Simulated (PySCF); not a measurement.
Molecule: `CCP(=O)(CC)CC`, C$_{6}$H$_{15}$OP.

Cartesian coordinates in Å; atom numbers follow the order of the lines, from 1:
```xyz
23

C     2.5978    0.6052    0.4574
C     1.6627   -0.1193   -0.5014
P     0.0508   -0.4848    0.2769
O     0.1797   -1.2440    1.5663
C    -0.8934   -1.3881   -1.0002
C    -2.2977   -1.7384   -0.5270
C    -0.7942    1.1217    0.5022
C    -1.0011    1.9806   -0.7356
H     2.6331    0.0746    1.4204
H     2.2624    1.6356    0.6531
H     3.6193    0.6612    0.0536
H     1.5137    0.4363   -1.4418
H     2.0780   -1.1037   -0.7743
H    -0.8991   -0.8171   -1.9432
H    -0.3102   -2.3056   -1.1841
H    -2.9390   -0.8464   -0.4538
H    -2.7877   -2.4412   -1.2169
H    -2.2545   -2.2057    0.4681
H    -0.2058    1.6491    1.2709
H    -1.7511    0.8730    0.9899
H    -1.5166    2.9192   -0.4821
H    -0.0461    2.2533   -1.2106
H    -1.6139    1.4678   -1.4929
```

Geometry PBE0-D3(BJ)/def2-SVP throughout; GIAO in PySCF 2.14.0 with density-fitted response routines, gas phase, one conformer, non-relativistic; equivalent atoms averaged; basis pcSseg-1.

For orientation, BP86 gives these shifts δ (against TMS, H3PO4, H2O at the same level): C2/C5/C7 23.4, C1/C6/C8 7.7, P3 22.9, O4 98.8, H9/H10/H11/H16/H17/H18/H21/H22/H23 1.04, H12/H13/H14/H15/H19/H20 1.37 ppm.

A run gave: C2/C5/C7 23.3, C1/C6/C8 7.4, P3 21.1, O4 100.6, H9/H10/H11/H16/H17/H18/H21/H22/H23 1.03, H12/H13/H14/H15/H19/H20 1.38 ppm (shifts δ (against TMS, H3PO4, H2O at the same level)).

Q: Which functional was used in that run?
A. PBE
B. CAM-B3LYP
C. HF
D. mPW1PW91
E. B3LYP

A: A. O4 tells them apart best: PBE gives 100.6, HF gives 47.0, CAM-B3LYP gives 86.0, mPW1PW91 gives 84.3, B3LYP gives 89.9 ppm.
